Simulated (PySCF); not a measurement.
Al(H)(Me)(SeH), CH₅AlSe, SMILES [CH3][AlH][SeH] at its CAM-B3LYP/def2-SVP optimised geometry (Å):

```
8

Al     0.3835     0.2039     0.0000
H      1.7415     1.0112    -0.0006
C     -1.3893     1.0103     0.0036
H     -1.3471     2.1097    -0.0296
H     -1.9542     0.7253     0.9066
H     -1.9860     0.6713    -0.8591
Se     0.5172    -2.1097     0.0000
H      1.9860    -2.1097     0.0000
```

Level of theory: PySCF with CAM-B3LYP/def2-TZVP. Cells within 0.4 Å of a nucleus heavier than hydrogen are left out (blank, or x).

Map of the electron localisation function on the plane z = 0.0 Å:

```
|000000000000000000000000000|
|000000000000000000000000000|
|000000000000000000000000000|
|000000025762000000000000000|
|000000279998200000000000000|
|000000599999400002431000000|
|000001599999400038998400000|
|000001489998400179999940000|
|000001369997421499999981000|
|000002455x67741699999993000|
|00001256xxx8820299999994000|
|000012563x69616139999993000|
|00000245558917xx09999971000|
|00000123347707xx04887410000|
|000000011232002101110000000|
|000000000001344553100000000|
|000000000002688874221000000|
|000000000013663245688730000|
|000000000024516616999982000|
|00000000013653xx27999993000|
|00000000015761xx17999993000|
|000000000257862246899971000|
|000000000157888765567620000|
|000000000136888753211100000|
|000000000014677642000000000|
|000000000001344320000000000|
|000000000000011100000000000|
```
Scale: ten equal steps from 0.000 (start of '0') to 1.00 (end of '9'), in the order '0123456789'; x runs from -4.50 to 4.50, y from -4.50 (bottom) to 4.50 (top).
